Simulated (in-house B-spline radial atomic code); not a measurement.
Relativistic effects in neutral calcium, [Ar] 4s2: non-relativistic Hartree-Fock (point nucleus) against Dirac-Hartree-Fock (Fermi nucleus of rms radius 3.4776 fm), both averages of the configuration, computed with a B-spline radial code for spherical atoms.

| orbital | ε NR (Eh) | ε Dirac (Eh) | <r> NR (bohr) | <r> Dirac (bohr) | change of <r> (%) |
| --- | --- | --- | --- | --- | --- |
| 1s1/2 | -149.36 | ? | 0.0773 | ? | ? |
| 2s1/2 | -16.823 | -16.967 | 0.3635 | 0.361 | -0.7 |
| 2p1/2 | -13.629 | -13.732 | 0.3269 | 0.3244 | -0.8 |
| 2p3/2 | -13.629 | -13.592 | 0.3269 | 0.3268 | 0.0 |
| 3s1/2 | -2.2454 | -2.262 | 1.159 | 1.154 | -0.5 |
| 3p1/2 | -1.3407 | -1.3492 | 1.275 | 1.268 | -0.5 |
| 3p3/2 | -1.3407 | -1.3338 | 1.275 | 1.276 | +0.1 |
| 4s1/2 | -0.19553 | ? | 4.218 | ? | ? |

Q: What happens to 1s1/2?

A: Its energy goes to -150.16 hartree and <r> to 0.07677 bohr (-0.69 %).

Q: What happens to 4s1/2?

A: Its energy goes to -0.19631 hartree and <r> to 4.202 bohr (-0.39 %).

Q: What explains the pattern of contraction and expansion?

A: Expansion is seen in 3p3/2. The s and p1/2 orbitals contract directly, screen the nucleus better, and so push out orbitals that have little density near the nucleus; spin-orbit coupling adds to this for j = l + 1/2 and opposes it for j = l - 1/2.

Q: By how much does the total energy change?

A: By -2.9519 hartree, from -676.758 to -679.710.
